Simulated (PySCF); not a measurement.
A structure optimised at PBE0-D3(BJ)/def2-SVP, used in a PySCF frequency run:

```xyz
8

N     -0.0467     1.1459    -1.0420
C      0.0000     0.0000    -0.3160
N      0.0467    -1.1459    -1.0420
S      0.0000     0.0000     1.3461
H      0.2454     1.1604    -2.0112
H      0.0449     2.0035    -0.5152
H     -0.2454    -1.1604    -2.0112
H     -0.0449    -2.0035    -0.5152
```
Charge 0, spin multiplicity 1.

**Question.** Write its SMILES, formula and point group.

**Answer.** NC(N)=S, CH₄N₂S, C2

**Question.** What are its rotational constants (standard atomic weights)?

**Answer.** 10.577, 5.1446, 3.4694 GHz
